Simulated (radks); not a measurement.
Results of a calculation; reference values are marked as such.
Q: Successive ionisation energies (eV) of one element, from differences of total energies of ions in their ground configurations, starting at charge 32: 1315.2, 2261.0, 2357.1, 2454.3, 2552.5, 2651.6, 2780.8, 2885.0, 2990.2, 3096.3. Code: a radial shooting solver on a logarithmic mesh with Libxc functionals. Model: scalar-relativistic Kohn-Sham, PBE, spin-polarised, spherical densities, finite nucleus; open shells are filled with parallel spins first (spin-orbit coupling, left out, can overturn this in heavy ions); Fermi nuclear charge, rms radius 4.962 fm. Which element is it?

A: Promethium (Z = 61). The first species listed is Pm32+ in [Ar] 3d10 4s1, the last Pm41+ in [Ar] 3d2.
